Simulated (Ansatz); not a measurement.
This singlet lies 2.00 eV below the relaxed triplet at the level frozen-core CCSD(T)/cc-pVTZ // PBE0-D3(BJ)/def2-TZVP (Ansatz, a first-principles code).

Species: HClSSi, SMILES `S[Si]Cl` (lower singlet; H–S–Si–Cl torsion 0°) (charge 0, multiplicity 1).

**Question.** Give a relaxed geometry from PBE0-D3(BJ)/def2-TZVP run with Ansatz.

**Answer.** This is not unique; one that fits is the end point of this relaxation, one of several conformers (outside a Z-matrix the atoms follow the SMILES, hydrogens last).
Bond lengths (Å): S1–Si2 2.144, S1–H4 1.345, Si2–Cl3 2.091. Bond angles (°): Si2–S1–H4 98.3, S1–Si2–Cl3 101.2.
